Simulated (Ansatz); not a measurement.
C3H7ClSi can be A, `C=C([SiH3])CCl`, or B, `[SiH3]C/C=C/Cl`.

Program: Ansatz. Geometries: PBE0-D4/def2-TZVP. ΔE: electronic, gas phase. CCSD(T)/CBS is the MP2 limit (def2-TZVPP, def2-QZVPP) plus CCSD(T) − MP2 in def2-TZVPP, frozen cores. DFT in def2-TZVPP. B3LYP here is the variant with VWN-RPA as its local correlation; programs differ in this. One conformer a species, not always the lowest.

Task: Which is lower in electronic energy at CCSD(T)/CBS, and by how much? (Best estimate.)

Result: Computed: B, by 0.4 kcal/mol. So small a gap doesn't settle the order.

Task: Give E(B) − E(A) in kcal/mol with PBE0-D4, PBE-D4, CCSD/def2-TZVPP, MP2/def2-TZVPP, ωB97M-V, B3LYP, r2SCAN-D4. (Best estimate.)

Result: The calculation gave: PBE0-D4 -2.1, PBE-D4 -2.4, CCSD/def2-TZVPP -0.8, MP2/def2-TZVPP -1.0, ωB97M-V -1.0, B3LYP -2.1, r2SCAN-D4 -2.2. None reverses the order clearly.

Largest T1 diagnostic: 0.011.

The D4 term adds +1.2 kcal/mol with B3LYP and +0.6 kcal/mol with PBE0; it sums over pairs of atoms, weighted by their polarisabilities, and B3LYP, whose exchange is more repulsive, gets the larger term.
